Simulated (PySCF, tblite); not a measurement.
Isomers of C5H7Cl2O (doublet state). All values are computed: GFN2-xTB (tblite) harmonic vibrations without scaling, gas phase. The method is semi-empirical: single wavenumbers can be off by several per cent or more. One conformer each. Open shells enter through the occupations alone, without spin polarisation, and single modes of such species can be off by tens of per cent.

Electronic energies: B3LYP/pcH-1 single points on the GFN2-xTB geometries (PySCF, gas phase).

```csv
SMILES,"electronic energy, lowest = 0 (kJ/mol)"
C=C[CH]C(Cl)(Cl)CO,0.0
[CH2]/C=C/C(Cl)(Cl)CO,0.0
C/[C]=C/C(Cl)(Cl)CO,100.0
```

Question: How do GFN2-xTB zero-point energies change the relative energies?

Answer: 
```tsv
SMILES	ZPE (kJ/mol)	of it from modes above 1550 cm⁻¹	electronic (kJ/mol)	with ZPE, lowest = 0 (kJ/mol)	lowest mode (cm⁻¹)	rings
C=C[CH]C(Cl)(Cl)CO	276.9	130.3	0.0	0.0	57	0
[CH2]/C=C/C(Cl)(Cl)CO	277.5	130.4	0.0	0.6	49	0
C/[C]=C/C(Cl)(Cl)CO	274.1	136.9	100.0	97.2	35	0
```

The zero-point energies span 3.4 kJ/mol, from `C/[C]=C/C(Cl)(Cl)CO` to `[CH2]/C=C/C(Cl)(Cl)CO`. The order is unchanged.

Question: And how do the electronic energies of GFN2-xTB itself compare?

Answer: `C=C[CH]C(Cl)(Cl)CO` 0.0; `[CH2]/C=C/C(Cl)(Cl)CO` 2.1; `C/[C]=C/C(Cl)(Cl)CO` 90.2 kJ/mol, lowest = 0. Against the energies above, taken from the same isomer `C=C[CH]C(Cl)(Cl)CO`, the largest difference is 9.8 kJ/mol.

Question: What do entropy and thermal enthalpy add at 298.15 K and 1 bar (rigid rotor, harmonic oscillator, one conformer each)?

Answer: 
```json
{"SMILES": "C=C[CH]C(Cl)(Cl)CO", "point group": "C1", "symmetry number": "1", "S (J/(mol K))": "416.4", "H − H(0) (kJ/mol)": "28.47", "ZPE + H − H(0) − TS (kJ/mol)": "181.2"}
{"SMILES": "[CH2]/C=C/C(Cl)(Cl)CO", "point group": "C1", "symmetry number": "1", "S (J/(mol K))": "414.0", "H − H(0) (kJ/mol)": "28.26", "ZPE + H − H(0) − TS (kJ/mol)": "182.3"}
{"SMILES": "C/[C]=C/C(Cl)(Cl)CO", "point group": "C1", "symmetry number": "1", "S (J/(mol K))": "434.9", "H − H(0) (kJ/mol)": "30.06", "ZPE + H − H(0) − TS (kJ/mol)": "174.4"}
```

S holds R ln(2S + 1) for the spin.
